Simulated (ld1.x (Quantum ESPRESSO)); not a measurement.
# Reading a pseudo-wave (H)

Columns: radius, all-electron u(r) and pseudo u(r) of the 1s shell (level -6.49 eV) of hydrogen in the configuration 1s1; PBE, non-relativistic, PAW scheme, ld1.x (Quantum ESPRESSO) 7.5.

| r (bohr) | all-electron | pseudo |
| --- | --- | --- |
| 0.053 | 0.0965 | 0.0739 |
| 0.105 | 0.1813 | 0.1454 |
| 0.158 | 0.2584 | 0.2160 |
| 0.210 | 0.3257 | 0.2822 |
| 0.262 | 0.3853 | 0.3445 |
| 0.315 | 0.4389 | 0.4032 |
| 0.368 | 0.4859 | 0.4565 |
| 0.420 | 0.5260 | 0.5033 |
| 0.473 | 0.5615 | 0.5452 |
| 0.525 | 0.5914 | 0.5805 |
| 0.578 | 0.6173 | 0.6109 |
| 0.630 | 0.6387 | 0.6355 |
| 0.683 | 0.6568 | 0.6557 |
| 0.735 | 0.6711 | 0.6712 |
| 0.788 | 0.6827 | 0.6833 |
| 0.840 | 0.6913 | 0.6919 |
| 0.893 | 0.6976 | 0.6979 |
| 0.945 | 0.7015 | 0.7016 |
| 0.998 | 0.7034 | 0.7034 |
| 1.050 | 0.7035 | 0.7035 |
| 1.102 | 0.7020 | 0.7020 |
| 1.155 | 0.6990 | 0.6990 |
| 1.208 | 0.6946 | 0.6946 |
| 1.260 | 0.6892 | 0.6892 |
| 1.313 | 0.6827 | 0.6827 |
| 1.365 | 0.6753 | 0.6753 |

(1) How many radial nodes do the two functions have?

(2) At about which radius was the pseudo-wave matched?

(3) Is the pseudo-wave norm-conserving?

## Answers

(1) The all-electron 1s function has n − l − 1 = 0; the pseudo-wave has 0.

(2) 1.05 bohr. The columns agree to 0.0005 from 0.89 bohr on; several derivatives are matched, so the curves merge somewhat inside the radius.

(3) No, it belongs to a PAW set: the norm inside the radius is not constrained, and the difference is carried by the augmentation charge.
